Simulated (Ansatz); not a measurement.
One change: `CC(S)N[SiH3]` becomes `C=CC(C)S`.

Ansatz, PBE0-D4/def2-TZVP geometries, multiplicity 1. Each molecule was computed in one conformer, which needn't be the lowest.

```
                                      property  `CC(S)N[SiH3]`
          HOMO–LUMO gap (PBE0/def2-TZVPP) / eV            6.76
           HOMO energy (B3LYP/def2-TZVPP) / eV           -6.45
         HOMO energy (ωB97M-V/def2-TZVPP) / eV           -8.93
size of the dipole moment (PBE/def2-TZVPP) / D            1.21
         LUMO energy (ωB97M-V/def2-TZVPP) / eV            1.76
         HOMO–LUMO gap (B3LYP/def2-TZVPP) / eV            6.29
```

Question: Give the same properties after the change, and the shifts. (Estimate.)

Answer: Ansatz gave: 
| property | `C=CC(C)S` | shift |
| --- | --- | --- |
| HOMO–LUMO gap (PBE0/def2-TZVPP) / eV | 6.74 | -0.02 |
| HOMO energy (B3LYP/def2-TZVPP) / eV | -6.56 | -0.11 |
| HOMO energy (ωB97M-V/def2-TZVPP) / eV | -9.02 | -0.09 |
| size of the dipole moment (PBE/def2-TZVPP) / D | 1.25 | 0.04 |
| LUMO energy (ωB97M-V/def2-TZVPP) / eV | 2.03 | 0.27 |
| HOMO–LUMO gap (B3LYP/def2-TZVPP) / eV | 6.28 | -0.01 |

Dipoles are sizes alone; their direction can turn.

B3LYP here is the variant with VWN-RPA as its local correlation; programs differ in this.
